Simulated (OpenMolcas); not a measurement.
Fe²⁺: effect of the active space

* Program: OpenMolcas 26.06
* Method: SS-CASPT2 or its RAS form, IPEA 0.25 Eh, imaginary shift 0.1 Eh
* Basis: ANO-RCC-VQZP
* Scalar Hamiltonian: DKH2, point nucleus
* Spin-orbit coupling: state interaction with AMFI integrals over the reference wave functions, term energies averaged over their components

A. 6 electrons in 5 orbitals (3d); 2S+1 = 5 even, 5 roots; 2S+1 = 3 even, 45 roots; 2S+1 = 1 even, 50 roots; closed shells correlated: 3s 3p; CASPT2 step roughly 40 core-seconds
B. 6 electrons in 6 orbitals (3d 4s); 2S+1 = 5 even, 30 roots; 2S+1 = 7 even, 1 root kept (CI in the orbitals of an earlier block); 2S+1 = 3 even, 121 roots kept (CI in the orbitals of an earlier block, 98 in the spin-orbit step); 2S+1 = 1 even, 96 roots kept (CI in the orbitals of an earlier block, 69 in the spin-orbit step); closed shells correlated: 3s 3p; CASPT2 step roughly 2.2 core-minutes
C. 12 electrons in 8 orbitals (RAS1 3p, at most 2 holes; RAS2 3d); 2S+1 = 5 even, 5 roots; 2S+1 = 3 even, 45 roots; 2S+1 = 1 even, 44 roots; closed shells correlated: 3s; CASPT2 step about 90 core-seconds
D. 6 electrons in 10 orbitals (3d 4d); 2S+1 = 5 even, 5 roots; 2S+1 = 3 even, 45 roots; 2S+1 = 1 even, 44 roots; closed shells correlated: 3s 3p; CASPT2 step about 50 core-minutes

Energies in cm⁻¹ above 3d⁶ ⁵D₄, the measured ground level; measured values from Corliss and Sugar, J. Phys. Chem. Ref. Data 11, 135 (1982).

```json
{"Level": "3d⁶ ⁵D₄", "A": "0.0", "B": "0.0", "C": "0.0", "D": "0.0", "Measured": "0.0"}
{"Level": "3d⁶ ⁵D₃", "A": "434", "B": "470", "C": "438", "D": "409", "Measured": "436"}
{"Level": "3d⁶ ⁵D₂", "A": "739", "B": "797", "C": "744", "D": "695", "Measured": "739"}
{"Level": "3d⁶ ⁵D₁", "A": "935", "B": "1007", "C": "941", "D": "879", "Measured": "932"}
{"Level": "3d⁶ ⁵D₀", "A": "1031", "B": "1110", "C": "1037", "D": "968", "Measured": "1027"}
{"Level": "3d⁶ ³P₂(1)", "A": "18920", "B": "18510", "C": "19380", "D": "19790", "Measured": "19405"}
{"Level": "3d⁶ ³H₆", "A": "19830", "B": "19650", "C": "19590", "D": "20440", "Measured": "20051"}
{"Level": "3d⁶ ³H₅", "A": "20040", "B": "19880", "C": "19810", "D": "20630", "Measured": "20301"}
{"Level": "3d⁶ ³P₁(1)", "A": "20190", "B": "19900", "C": "20680", "D": "21070", "Measured": "20688"}
{"Level": "3d⁶ ³H₄", "A": "20200", "B": "20030", "C": "19970", "D": "20770", "Measured": "20482"}
{"Level": "3d⁶ ³P₀(1)", "A": "20730", "B": "20480", "C": "21220", "D": "21610", "Measured": "21208"}
{"Level": "3d⁶ ³F₄(1)", "A": "21170", "B": "20790", "C": "21320", "D": "21940", "Measured": "21462"}
{"Level": "3d⁶ ³F₃(1)", "A": "21390", "B": "21020", "C": "21580", "D": "22150", "Measured": "21700"}
{"Level": "3d⁶ ³F₂(1)", "A": "21540", "B": "21190", "C": "21760", "D": "22300", "Measured": "21857"}
{"Level": "3d⁶ ³G₅", "A": "24420", "B": "23950", "C": "24360", "D": "24990", "Measured": "24559"}
{"Level": "3d⁶ ³G₄", "A": "24790", "B": "24360", "C": "24750", "D": "25350", "Measured": "24941"}
{"Level": "3d⁶ ³G₃", "A": "24970", "B": "24550", "C": "24930", "D": "25510", "Measured": "25142"}
{"Level": "3d⁶ ¹I₆", "A": "30090", "B": "29810", "C": "29820", "D": "30950", "Measured": "30356"}
{"Level": "3d⁶ ³D₁", "A": "30620", "B": "29810", "C": "30900", "D": "31170", "Measured": ""}
{"Level": "3d⁶ ³D₂", "A": "30630", "B": "29820", "C": "30920", "D": "31200", "Measured": ""}
{"Level": "3d⁶ ³D₃", "A": "30760", "B": "29970", "C": "31050", "D": "31350", "Measured": "30858"}
{"Level": "3d⁶ ¹G₄(1)", "A": "30910", "B": "29970", "C": "30810", "D": "31830", "Measured": "30886"}
{"Level": "3d⁶ ¹F₃", "A": "42740", "B": "41800", "C": "43160", "D": "43680", "Measured": "42897"}
{"Level": "3d⁶ ³P₀(2)", "A": "49950", "B": "48050", "C": "50210", "D": "50250", "Measured": "49148"}
```

Deviations, from unrounded energies. A percentage is the sum of absolute deviations over the sum of measured energies, with the sign that they share, or ± where signs differ.

| Against measurement | Levels | A | B | C | D |
| --- | --- | --- | --- | --- | --- |
| mean absolute deviation (cm-1) | 21 | 240 | 590 | 220 | 420 |
| fine structure of the ground term (%) | 4 | ±0.3 | +8.0 | +0.8 | -5.9 |
| other terms of the ground configuration (%) | 17 | ±1.1 | -2.7 | ±1.0 | +1.9 |

C lies closest to measurement on these levels and B furthest from it. The largest miss of C in the table is 3d⁶ ³P₀(2), by +1100 cm-1. The ranking rests on the paired levels alone, and a cruder setting can come out closer through cancelling errors.

The spin-orbit steps hold different terms of 3d⁶ (B lacks a ¹D, a ¹S; C lacks a ¹D, a ¹S; D lacks a ¹D, a ¹S), which shifts levels as well.

The two smallest mean deviations differ by little beside CASPT2's spread within terms, so their order carries little weight.

Among A to D the level of the table that moves most is 3d⁶ ³P₀(2), by 2200 cm-1 (lowest in B, highest in D). Moves below CASPT2's spread within the term are not significant.

Term energies are means over components that CASPT2 splits; among the terms shown or strongly mixed into the levels shown the widest spread is 570 cm-1 (3d⁶ ¹G(1), B). Over all roots computed the reference weight is 0.88 to 0.94 in B; the roots of lowest weight are the least certain, and an intruder state may touch them. The CASPT2 spread within a term exceeds the gap to the next term for 3d⁶ ³D and 3d⁶ ¹G(1), so the order of their levels is uncertain (figures for A; the like holds for B). Some high roots are left out of the spin-orbit mixing, which shifts the levels that they would mix with (holds for B). Terms from blocks run as CI alone lack orbitals of their own (holds for B). Active for correlation alone: 3p; no level in the range computed is led by a configuration that opens it, so any true level of that kind is missing (holds for C). Active for correlation alone: 4d; no level in the range computed is led by a configuration that fills it, so any true level of that kind is missing (holds for D). Computed and measured levels are paired by configuration, term and J; levels that our copy of the source lacks, or whose pairing is in doubt (as where it misses far off the trend of its configuration), stay unpaired and out of the deviations. Levels of configurations outside the active space are missing. Levels that lie high or do not pair safely by name in every column are left out.

A number in round brackets counts repeated terms of one configuration in the order of the reference energies.
